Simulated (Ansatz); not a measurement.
Species: CH2NO, net charge 1, singlet state. It need not be the lowest isomer of its formula. 
Geometry from a B3LYP-D3(BJ)/def2-TZVP (Ansatz, an electronic-structure program) optimisation:
```xyz
5

N     -1.0662     0.2609     0.2152
C      0.1427    -0.0349    -0.0288
O      1.2156    -0.2974    -0.2454
H     -1.6361    -0.3425     0.8095
H     -1.4816     1.1053    -0.1801
```
Charge +1, spin multiplicity 1.

Wanted: vertical triplet-singlet gap (E(triplet) - E(singlet); each state is the SCF solution reached for its spin; the UHF <S^2> is 2.15 for the triplet (pure: 2.00)), in kcal/mol. Correlated levels leave the core frozen unless marked. Open shells are spin-unrestricted. No spin-orbit coupling. No relativistic terms. CBS marks a two-point X^-3 extrapolation of the correlation energy; Hartree-Fock from the larger set. [CCSD(T)-MP2]/basis is that difference in the basis named.

```json
[
 {"level": "B3LYP/def2-TZVPD", "program": "Ansatz", "vertical triplet-singlet gap (kcal/mol)": "?"},
 {"level": "PBE0/def2-TZVPD", "program": "Ansatz", "vertical triplet-singlet gap (kcal/mol)": "?"},
 {"level": "BHLYP/def2-TZVPD", "program": "Ansatz", "vertical triplet-singlet gap (kcal/mol)": "134.8"},
 {"level": "CAM-B3LYP/def2-TZVPD", "program": "Ansatz", "vertical triplet-singlet gap (kcal/mol)": "?"},
 {"level": "SCS-MP2/aug-cc-pVTZ", "program": "Ansatz", "vertical triplet-singlet gap (kcal/mol)": "161.6"},
 {"level": "CCSD/aug-cc-pVTZ", "program": "Ansatz", "vertical triplet-singlet gap (kcal/mol)": "144.2"},
 {"level": "RI-MP2/CBS(aug-cc-pVTZ,aug-cc-pVQZ)+[CCSD(T)-MP2]/aug-cc-pVTZ", "program": "Ansatz", "vertical triplet-singlet gap (kcal/mol)": "147.2"}
]
```

Problem. Some entries are withheld; supply them.

Solution. 
- B3LYP/def2-TZVPD, vertical triplet-singlet gap (kcal/mol): 136.0
- PBE0/def2-TZVPD, vertical triplet-singlet gap (kcal/mol): 135.9
- CAM-B3LYP/def2-TZVPD, vertical triplet-singlet gap (kcal/mol): 137.6
